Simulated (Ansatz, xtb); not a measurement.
**Relative energy of two isomers of C2H10GeSi**

We compare a, `[CH3][GeH]([CH3])[SiH3]`, a singlet, with b, `C[SiH](C)[GeH3]`, a singlet. Both are isolated molecules in the gas phase, relaxed with r2SCAN-D4/def2-SVP.

a (Å):

```csv
atom,x (Å),y (Å),z (Å)
C,-0.0408,-0.0034,-2.5442
C,-1.0650,-2.1599,-0.4100
Ge,0.1174,-0.6190,-0.6879
Si,-0.4501,1.1406,0.8176
H,0.2186,-0.8191,-3.2367
H,0.6333,0.8442,-2.7379
H,-1.0724,0.3173,-2.7550
H,1.5766,-1.0595,-0.4326
H,-2.1137,-1.8750,-0.5849
H,-0.9760,-2.5457,0.6165
H,-0.8027,-2.9690,-1.1093
H,-1.8609,1.5833,0.5784
H,0.4437,2.3261,0.6297
H,-0.3419,0.6935,2.2417
```

b (Å):

| atom | x (Å) | y (Å) | z (Å) |
| --- | --- | --- | --- |
| C | -0.0331 | -0.2664 | -2.5308 |
| C | -0.1014 | -2.1033 | -0.0297 |
| Ge | -0.8294 | 1.2824 | 0.5109 |
| Si | -0.9047 | -0.6364 | -0.9003 |
| H | -0.0661 | -1.1438 | -3.1979 |
| H | 1.0252 | -0.0086 | -2.3634 |
| H | -0.5068 | 0.5764 | -3.0585 |
| H | -2.3458 | -0.9514 | -1.1710 |
| H | -0.6154 | -2.3419 | 0.9147 |
| H | 0.9551 | -1.8940 | 0.2039 |
| H | -0.1350 | -3.0014 | -0.6686 |
| H | -1.4904 | 2.5078 | -0.1464 |
| H | -1.5412 | 1.0384 | 1.8542 |
| H | 0.6278 | 1.6696 | 0.8323 |

Q: Estimate E(b) − E(a) at the level CCSD(T)/def2-SVP + ΔMP2/def2-TZVPP.

A: Calculated at CCSD(T)/def2-SVP + ΔMP2/def2-TZVPP: E(b) − E(a) = −0.184 eV, so structure b lies lower.

The same difference at several levels:

```tsv
level	geometry	E(b) − E(a) (eV)	departure from the last row (eV)	job, with rough time for the two
GFN2-xTB	GFN2-xTB	+0.128	+0.312	optimisation, 1.2 s
HF/STO-3G	GFN2-xTB	−0.251	−0.067	single point, 3.2 s
r2SCAN-D4/def2-SVP//GFN2-xTB	GFN2-xTB	−0.254	−0.070	single point, 14 s
r2SCAN-D4/def2-SVP	r2SCAN-D4/def2-SVP	−0.296	−0.112	optimisation, 2.2 min
HF/def2-SVP	r2SCAN-D4/def2-SVP	−0.242	−0.059	part of the CCSD(T) run
MP2/def2-SVP	r2SCAN-D4/def2-SVP	−0.227	−0.043	part of the CCSD(T) run
CCSD(T)/def2-SVP	r2SCAN-D4/def2-SVP	−0.230	−0.046	single point
CCSD(T)/def2-SVP + ΔMP2/def2-TZVPP	r2SCAN-D4/def2-SVP	−0.184		single point, 3.1 min
```

As drawn, b has 2 C–Si, 2 Ge–H in place of 2 C–Ge, 2 Si–H.

GFN2-xTB puts the two in the other order. The largest departure from CCSD(T)/def2-SVP + ΔMP2/def2-TZVPP is that of GFN2-xTB, 0.312 eV. The last row adds to CCSD(T) the change of the MP2 difference between the two basis sets, here +0.046 eV.

With harmonic frequencies from r2SCAN-D4/def2-SVP (ideal gas, rigid rotor, one conformer each, 298.15 K, 1 atm): the zero-point term adds −0.004 eV; ΔH is −0.193 and ΔG −0.182 eV.

The correlated steps freeze 16 core orbitals; the filled d shell of Ge is correlated, in a basis made for valence electrons. Run with Ansatz 0.2.0, xtb 6.7.1; the last row on 2 threads of AMD EPYC (Zen 3) on a shared host.
